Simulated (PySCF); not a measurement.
1,1-dimethylcyclopropane (C5H10), SMILES CC1(CC1)C.

Geometry optimised at PBE0-D3(BJ)/def2-SVP.

Level of theory: PBE/def2-TZVP (PySCF).

Question: Estimate the frontier levels, gap, dipole moment and polarisability. (The exact figures need the calculation; the answer reports its results.)

Answer: 
- highest occupied level: -6.33 eV
- lowest empty level: 0.48 eV
- orbital gap: 6.81 eV
- dipole moment: 0.11 D
- quadrupole, principal values (traceless, Buckingham form, about the centre of nuclear charge): -1.30, -0.23, 1.53 D·Å
- mean static polarisability: 61.6 bohr³ (9.13 Å³)
- polarisability, principal values: 58.2, 61.2, 65.4 bohr³
